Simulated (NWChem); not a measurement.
System: C2H5BF2O; SMILES FCB(O)CF

Input file for NWChem:

```
start job
memory heap 200 mb stack 900 mb global 1100 mb
geometry units angstroms noautoz
  O     -0.044399     1.354173    -0.243629
  B     -0.032204     0.032960    -0.010465
  C     -1.371193    -0.802057    -0.068842
  F     -2.475273    -0.043469    -0.366793
  C      1.367603    -0.648491     0.316310
  F      2.355720     0.329280     0.324574
  H      0.854171     1.709797    -0.170200
  H     -1.536170    -1.317696     0.898611
  H     -1.273889    -1.612000    -0.819286
  H      1.636731    -1.413862    -0.434637
  H      1.366512    -1.156975     1.297564
end
basis spherical
  * library def2-tzvp
end
dft
  xc pw6b95
  iterations 150
  semidirect filesize 400000000
  mulliken
end
task dft energy
```

Output (shortened):

```
             Northwest Computational Chemistry Package (NWChem) 7.3.0
             --------------------------------------------------------

 C1  symmetry detected

                             Geometry "geometry" -> ""
                             -------------------------

 Output coordinates in angstroms (scale by  1.889725989 to convert to a.u.)

  No.       Tag          Charge          X              Y              Z
 ---- ---------------- ---------- -------------- -------------- --------------
    1 O                    8.0000     1.35299215    -0.04566549    -0.00611576
    2 B                    5.0000     0.01293637     0.02034658    -0.00281771
    3 C                    6.0000    -0.71905970     1.41952835     0.00217732
    4 F                    9.0000     0.14334474     2.48698630     0.00608984
    5 C                    6.0000    -0.79602098    -1.34937909    -0.01034066
    6 F                    9.0000     0.10551479    -2.40729069     0.01280944
    7 H                    1.0000     1.63700578    -0.97227507    -0.01050150
    8 H                    1.0000    -1.38857329     1.49136476     0.88289145
    9 H                    1.0000    -1.38637182     1.49512308    -0.87965140
   10 H                    1.0000    -1.42944323    -1.44699815    -0.91111300
   11 H                    1.0000    -1.47048820    -1.44177963     0.86027561

 Effective nuclear repulsion energy (a.u.)     227.5112295497

                                 NWChem DFT Module
                                 -----------------

 Summary of "ao basis" -> "ao basis" (spherical)
 ------------------------------------------------------------------------------
       Tag                 Description            Shells   Functions and Types
 ---------------- ------------------------------  ------  ---------------------
 O                         def2-tzvp                11       31   5s3p2d1f
 B                         def2-tzvp                11       31   5s3p2d1f
 C                         def2-tzvp                11       31   5s3p2d1f
 F                         def2-tzvp                11       31   5s3p2d1f
 H                         def2-tzvp                 4        6   3s1p

            General Information
            -------------------
          SCF calculation type: DFT
          Wavefunction type:  closed shell.
          No. of atoms     :    11
          No. of electrons :    48
           Alpha electrons :    24
            Beta electrons :    24
          Charge           :     0
          Spin multiplicity:     1
          Use of symmetry is: off; symmetry adaption is: off
          Maximum number of iterations: 150
          AO basis - number of functions:   216
                     number of shells:    86
          Convergence on energy requested:  1.00D-06
          Convergence on density requested:  1.00D-05
          Convergence on gradient requested:  5.00D-04

              XC Information
              --------------
                       PW6B95 Method XC Functional
                     Hartree-Fock (Exact) Exchange  0.280
                    PW6B95 GGA Exchange Functional  0.720
                      PW6B95 Correlation Potential  1.000

             Grid Information
             ----------------
          Grid used for XC integration:  medium
          Radial quadrature: Mura-Knowles
          Angular quadrature: Lebedev.
          Tag              B.-S. Rad. Rad. Pts. Rad. Cut. Ang. Pts.
          ---              ---------- --------- --------- ---------
          O                   0.60       49          10.0       434
          B                   0.85       49           9.0       434
          C                   0.70       49          10.0       434
          F                   0.50       49          11.0       434
          H                   0.35       45          11.0       434
          Grid pruning is: on
          Number of quadrature shells:   519
          Spatial weights used:  Erf1

      Superposition of Atomic Density Guess
      -------------------------------------

 Sum of atomic energies:        -375.99687924

      Non-variational initial energy
      ------------------------------

 Total energy =    -378.430460
 1-e energy   =    -969.327815
 2-e energy   =     363.386126
 HOMO         =      -0.329101
 LUMO         =       0.034748

------------------------------------------------------------
EAF file 0: "./job.aoints.0" size=800063488 bytes
------------------------------------------------------------
               write      read    awrite     aread      wait
               -----      ----    ------     -----      ----
     calls:     1526         0         0         0         0
   data(b): 8.00e+08  0.00e+00  0.00e+00  0.00e+00
   time(s): 0.00e+00  0.00e+00  0.00e+00  0.00e+00  0.00e+00
rate(mb/s): 0.00e+00  0.00e+00
------------------------------------------------------------

     ---------------------------------------------
      Total Density - Mulliken Population Analysis
     ---------------------------------------------

    Atom       Charge   Shell Charges
 -----------   ------   -------------------------------------------------------
    1 O    8     8.69   0.79  1.18  0.60  0.93  0.24  2.01  2.15  0.77  0.00  0.02  0.00
    2 B    5     4.54   0.92  1.06  0.54  0.48  0.06  0.79  0.48  0.05  0.07  0.07  0.03
    3 C    6     6.01   0.86  1.12  0.54  0.67  0.11  1.10  1.24  0.29  0.02  0.07  0.01
    4 F    9     9.38   0.77  1.20  0.61  1.00  0.32  2.33  2.31  0.83  0.00  0.01  0.00
    5 C    6     6.01   0.86  1.12  0.54  0.67  0.11  1.09  1.24  0.30  0.02  0.07  0.01
    6 F    9     9.39   0.77  1.20  0.61  1.00  0.32  2.33  2.31  0.84  0.00  0.01  0.00
    7 H    1     0.55   0.19  0.26  0.06  0.04
    8 H    1     0.86   0.24  0.45  0.15  0.02
    9 H    1     0.86   0.24  0.45  0.15  0.02
   10 H    1     0.86   0.24  0.45  0.15  0.02
   11 H    1     0.86   0.24  0.45  0.15  0.02

[...]
```

Level: PW6B95/def2-TZVP. Coordinates come from a PBE0/def2-SVP optimisation.
